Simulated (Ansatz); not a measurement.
One geometry of `C=C([SiH3])OC=S`, several functionals.

```yaml
crystal:
  periodic: [false, false, false]
  atoms:
    - {symbol: C, position_ang: [-0.154598, -0.694814, -1.298118]}
    - {symbol: C, position_ang: [-0.114738, -0.256937, -0.044544]}
    - {symbol: Si, position_ang: [0.608061, -1.203146, 1.408171]}
    - {symbol: O, position_ang: [-0.664656, 0.964004, 0.326059]}
    - {symbol: C, position_ang: [-0.522880, 2.018841, -0.480660]}
    - {symbol: S, position_ang: [-1.311205, 3.402977, -0.278978]}
    - {symbol: H, position_ang: [0.281796, -1.654032, -1.543425]}
    - {symbol: H, position_ang: [-0.630726, -0.140670, -2.100391]}
    - {symbol: H, position_ang: [-0.446584, -1.429220, 2.426196]}
    - {symbol: H, position_ang: [1.712281, -0.415262, 2.010559]}
    - {symbol: H, position_ang: [1.114407, -2.496015, 0.886305]}
    - {symbol: H, position_ang: [0.205842, 1.849074, -1.276872]}
basis:
  gaussian: {orbitals: def2-TZVPP}
hamiltonian: {xc: r2scan, dispersion: d4}
output: {forces: true, orbitals: {seedname: orbitals}}
```

```sh
$ ansatz run in.yaml --threads 4 --pin off --events-out ev --progress --plain --max-ram 10444MiB
```

It prints (some lines left out):

```
Functional definition: r2SCAN
1617 factors; their error is unknown
mean field evaluation 1: about -23956.2025 eV, gradient 6.3e1 eV
mean field evaluation 2: about -23935.7772 eV, gradient 1.1e2 eV
mean field evaluation 4: about -23965.0065 eV, gradient 1.5e1 eV
mean field evaluation 8: about -23965.5078 eV, gradient 1.2e-1 eV
mean field evaluation 16: about -23965.4717 eV, gradient 9.8e-3 eV
mean field -23965.47175004 eV, -880.7148424337 hartree, gradient 4.6e-5 eV, S^2 0.000000; 0 other end points of the search recorded, 0 dependent functions left out
reference -23965.47176414 eV, -880.7148429519 hartree; 31, 31 occupied and 261, 261 virtual orbitals, 1617 factors
Total energy: -23965.55032020 eV, -880.7177298341 hartree
Atom 0 at    -0.154598    -0.694814    -1.298118 Å, force    -0.017276    -0.071922    -0.252555 eV/Å
Atom 1 at    -0.114738    -0.256937    -0.044544 Å, force     0.173061    -0.294902     0.135413 eV/Å
Atom 2 at     0.608061    -1.203146     1.408171 Å, force     0.012010    -0.021110     0.025659 eV/Å
Atom 3 at    -0.664656     0.964004     0.326059 Å, force    -0.170767    -0.038830     0.323689 eV/Å
Atom 4 at    -0.522880     2.018841    -0.480660 Å, force     0.135568     0.207734    -0.301149 eV/Å
Atom 5 at    -1.311205     3.402977    -0.278978 Å, force    -0.130655     0.216428     0.045300 eV/Å
Atom 6 at     0.281796    -1.654032    -1.543425 Å, force    -0.010677     0.016018     0.007144 eV/Å
Atom 7 at    -0.630726    -0.140670    -2.100391 Å, force     0.002988    -0.002963     0.011869 eV/Å
Atom 8 at    -0.446584    -1.429220     2.426196 Å, force     0.023647     0.007849    -0.014517 eV/Å
Atom 9 at     1.712281    -0.415262     2.010559 Å, force    -0.023371    -0.014139    -0.004278 eV/Å
Atom 10 at     1.114407    -2.496015     0.886305 Å, force    -0.011641     0.030880     0.016633 eV/Å
Atom 11 at     0.205842     1.849074    -1.276872 Å, force     0.017114    -0.035044     0.006792 eV/Å
Dipole moment:     0.330992    -0.617088    -0.198226 e Å
```

It took 7.5 s on 4 threads of an Arm Neoverse V1 on a shared host, with 0.48 GiB of host memory at the peak.

With the line `hamiltonian: {xc: {name: wB97X-V}}` and no forces (abridged; 12 s):

```
Functional definition: wB97X-V
mean field evaluation 16: about -23965.2623 eV, gradient 1.9e-4 eV
mean field -23965.26229246 eV, -880.7071450098 hartree, gradient 2.8e-5 eV, S^2 0.000000
Total energy: -23965.26229010 eV, -880.7071449229 hartree
```

Changing it to `hamiltonian: {xc: pbe, dispersion: d4}` (abridged; 3.8 s):

```
Functional definition: PBE
mean field evaluation 16: about -23954.7778 eV, gradient 7.8e-4 eV
mean field -23954.77779081 eV, -880.3218466808 hartree, gradient 1.8e-5 eV, S^2 0.000000
Total energy: -23955.07869599 eV, -880.3329047422 hartree
Atom 0 force     0.005190    -0.150527    -0.405420 eV/Å
Atom 1 force     0.140200    -0.187040     0.352384 eV/Å
Atom 2 force     0.006629    -0.010316     0.008952 eV/Å
Atom 3 force    -0.253569    -0.160853     0.598438 eV/Å
Atom 4 force     0.177014     0.202847    -0.356407 eV/Å
Atom 5 force    -0.304277     0.539557     0.077137 eV/Å
Atom 6 force     0.087706    -0.200754    -0.068928 eV/Å
Atom 7 force    -0.099172     0.106089    -0.168940 eV/Å
Atom 8 force    -0.106391    -0.025866     0.115894 eV/Å
Atom 9 force     0.116676     0.079698     0.072093 eV/Å
Atom 10 force     0.054063    -0.136425    -0.045644 eV/Å
Atom 11 force     0.175931    -0.056409    -0.179560 eV/Å
Dipole moment:     0.313709    -0.590472    -0.188117 e Å
```

The same input with `hamiltonian: {xc: {name: wB97M-V}}` (abridged; 18 s):

```
Functional definition: wB97M-V
mean field evaluation 16: about -23966.5952 eV, gradient 6.6e-4 eV
mean field -23966.59523953 eV, -880.7561299108 hartree, gradient 5.2e-5 eV, S^2 0.000000
Total energy: -23966.59529670 eV, -880.7561320119 hartree
Atom 0 force    -0.012042    -0.007344    -0.001108 eV/Å
Atom 1 force     0.131574    -0.298494    -0.178966 eV/Å
Atom 2 force     0.064778    -0.084685     0.153372 eV/Å
Atom 3 force    -0.159985     0.098129     0.225106 eV/Å
Atom 4 force     0.065168     0.206907    -0.203676 eV/Å
Atom 5 force     0.036450    -0.072805    -0.009296 eV/Å
Atom 6 force    -0.031533     0.070565     0.029630 eV/Å
Atom 7 force     0.037189    -0.029745     0.067266 eV/Å
Atom 8 force     0.126050     0.028419    -0.128553 eV/Å
Atom 9 force    -0.132000    -0.091033    -0.076946 eV/Å
Atom 10 force    -0.060922     0.152845     0.051729 eV/Å
Atom 11 force    -0.064728     0.027239     0.071443 eV/Å
Dipole moment:     0.331097    -0.595471    -0.210487 e Å
```
